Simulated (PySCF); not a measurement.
A structure optimised at B3LYP-D3(BJ)/def2-SVP, used in a PySCF frequency run:

```xyz
9

F     -0.3214     2.4670    -1.0961
C     -0.2693     1.6598     0.0000
F     -0.3214     2.4670     1.0961
C      1.0199     0.9033     0.0000
C      1.1690    -0.4208     0.0000
Br    -0.2470    -1.6827     0.0000
H     -1.1572     1.0081     0.0000
H      1.9203     1.5272     0.0000
H      2.1495    -0.8994     0.0000
```

Q: Write its SMILES, formula and point group.

A: FC(F)/C=C\Br, C3H3BrF2, Cs

Q: What are its rotational constants (standard atomic weights)?

A: 5.3926, 0.91682, 0.91282 GHz
